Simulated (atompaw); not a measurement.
## niobium: PAW (atompaw) pseudisation with LDA (PW92), scalar-relativistic reference atom.

atompaw 4.2.0.5 input, output lines left out:

```
Nb 41
LDA-PW scalarrelativistic loggrid 1500 logderivrange -6 5 276
5 5 4 0 0 0
5 1 0
4 2 3
0 0 0
c
c
c
v
v
c
c
v
v
c
v
3
2.25 1.85 1.80 1.15
n
n
y
0.05
n
y
-0.15
y
1.8
n
custom rrkj vanderbiltortho besselshape
bessel
1.90
2.25
1.95
2.25
2.25
2.25
2.25
2.25
```

All-electron outer shells of the reference configuration (LDA (PW92), scalar-relativistic, ld1.x):

| shell | level (eV) | outermost node (bohr) | outermost maximum (bohr) |
| --- | --- | --- | --- |
| 3p | -349.04 | 0.17 | 0.39 |
| 3d | -199.17 | – | 0.33 |
| 4s | -60.85 | 0.53 | 1.02 |
| 4p | -36.87 | 0.54 | 1.12 |
| 5s | -4.86 | 1.40 | 2.96 |
| 4d | -4.78 | 0.55 | 1.47 |
| 5p | -1.56 | 1.60 | 3.95 |

Calculated quality:

- Cutoffs needed: 21 Ry and 40 Ry (the cutoffs (Ry, on a coarse ladder) from which the occupation-weighted sum of valence levels, in a spherical-Bessel basis at the reference potential, stays within 10 and 1 mRy of its value at 400 Ry)
- Ghost test: no extra level below or beside the all-electron valence levels (s, p, d, f tested) (spherical-Bessel basis up to 400 Ry, 20 bohr box)
- Lowest eigenvalue of the overlap operator: 0.10 (p channel)
- Overlap eigenvalues printed by atompaw (projector basis): 0.0876, 0.152, 0.363, 0.984, 10.1, 29.5, 268, 2.46e+03
- Share of each valence orbital outside the PAW sphere: 4s 1 %, 5s 87 %, 4p 4 %, 5p 96 %, 4d 33 %

Generation and tests took about 5.8 s on one core of a shared server CPU.
